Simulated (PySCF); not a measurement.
# H2PtS at several levels of theory

All levels use the PBE0 minimum (singlet; Pt–H 1.535 Å (×2), Pt–S 2.092 Å; H–Pt–H 84.3°, H–Pt–S 111.9° (×2)), basis [Pt def2-TZVP with ECP60, S def2-TZVP, H def2-TZVP], scalar-relativistic core potentials, density fitting, no spin–orbit coupling, PySCF. For vertical energies the ionised species is a doublet (spins chosen at PBE0 and kept) and the electron-attached one a doublet. Atomisation goes to high-spin ground-configuration atoms, without zero-point energy. Open shells are unrestricted, also as the reference of the correlated levels. A dash marks a value that was not computed or is not defined at that level.

```xyz
4
charge 0 multiplicity 1, angstrom
Pt    0.1382    0.2394   -0.0798
S    -0.8757   -1.5170    0.4326
H     1.4281    0.4137    0.7332
H    -0.3560    1.4436    0.7332
```

```tsv
level	atomisation (kJ/mol)	vertical IP (eV)	vertical EA (eV)	−ε(HOMO) (eV)	gap (eV)	dipole (D)
PBE0	895	9.03	2.03	7.00	2.99	2.54
HF	403	7.87	1.61	9.48	8.85	3.34
MP2	954	9.40	1.79	–	–	–
PBE	974	9.03	1.90	5.92	1.06	2.15
B3LYP	893	9.11	2.01	6.82	2.59	2.32
r2SCAN	966	9.04	2.03	6.13	1.34	2.42
TPSSh	?	?	?	?	?	?
LDA	1172	9.28	2.08	6.09	1.00	2.09
M06-L	908	8.95	1.85	5.97	1.32	2.56
CCSD(T)	?	?	?	–	–	–
```

Task: Fill in the row of CCSD(T).

Result: atomisation (kJ/mol) 903, vertical IP (eV) 9.03, vertical EA (eV) 1.76.

Task: Fill in the row of TPSSh.

Result: atomisation (kJ/mol) 939, vertical IP (eV) 9.02, vertical EA (eV) 1.93, −ε(HOMO) (eV) 6.41, gap (eV) 1.98, dipole (D) 2.40.

For H₂PtS itself CCSD(T) correlates 26 electrons; T1 = 0.024, D1 = 0.075, (T) = -86 kJ/mol.

Without diffuse functions attachment energies tend to come out too low.

No spin–orbit coupling is included, which matters more the heavier the element.
